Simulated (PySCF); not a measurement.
Successive ionisation energies of one element at GMP2 (screened spin-orbit), starting from the ion with 34 electrons. Calculated with PySCF 2.14, two-component X2C-1e (Gaussian nucleus, no Breit or QED terms), each ion in its own even-tempered basis; GMP2 freezes the deep shells of the larger ions and drops the highest virtual spinors; eV.

1935.2, 1989.4, 2140.6, 2200.9, 2339.2, 2398.3, 4054.3, 4176.3, 4306.3, 4444.3, 4577.0, 4708.1

Which element is it?

Tungsten (W, Z = 74); the list starts at W⁴⁰⁺. The hydrogenic estimate 13.606 eV × (q + 1)²/n² with q = 40 and n = 4 gives 1429.4 eV for the first entry, a lower bound because the other electrons screen the nucleus only in part.
